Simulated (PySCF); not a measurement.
benzoquinone (C6H4O2), SMILES C1(C=CC(C=C1)=O)=O. Geometry optimised at PBE0-D3(BJ)/def2-SVP.

Computed equilibrium geometry at PBE0-D3(BJ)/def2-SVP (PySCF confirms it by a frequency run) as a Z-matrix, and its point group:
point group D2h.
```
C
C 1 1.3420
H 1 1.0930 2 122.73
H 2 1.0930 1 122.73 3 0.00
C 1 1.4836 3 115.79 2 180.00
O 5 1.2142 1 121.48 3 0.00
C 2 1.4836 4 115.79 1 180.00
O 7 1.2142 2 121.48 4 0.00
C 7 1.4836 8 121.48 2 180.00
C 9 1.3420 7 121.48 8 180.00
H 9 1.0930 10 122.73 5 180.00
H 10 1.0930 9 122.73 11 0.00
```
Charge 0, spin multiplicity 1.
